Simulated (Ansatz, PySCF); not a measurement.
Reaction (SMILES): BC (CH5B) [methylborane] -> B[CH2-] + H+
Geometries: B3LYP-D3(BJ)/def2-TZVP minima from Ansatz (a quantum-chemistry and plane-wave program), one conformer each, not searched for the lowest. Frequencies are from Ansatz.

Wanted: gas-phase deprotonation energy (enthalpy at 298 K, with B3LYP-D3(BJ) rigid-rotor harmonic-oscillator terms), in eV. Cores are frozen in the correlated levels unless marked. No spin-orbit coupling. Non-relativistic. Anions need diffuse functions: def2-D sets add few; the other sets have none. CBS marks a two-point X^-3 extrapolation of the correlation energy; Hartree-Fock from the larger set.

CCSD(T)/CBS(def2-TZVPPD,def2-QZVPPD) (Ansatz) gives 15.78 eV.

**Question.** Another calculation gave 15.93 eV. Which level was it?
A. wB97X-V/def2-TZVPD (Ansatz)
B. HF/def2-TZVPD (PySCF)
C. r2SCANh/def2-TZVPD (Ansatz)
D. BP86/def2-TZVPD (PySCF)

**Answer.** A, wB97X-V/def2-TZVPD (Ansatz). The others give 15.82 (r2SCANh), 16.28 (HF), 15.63 (BP86) eV.
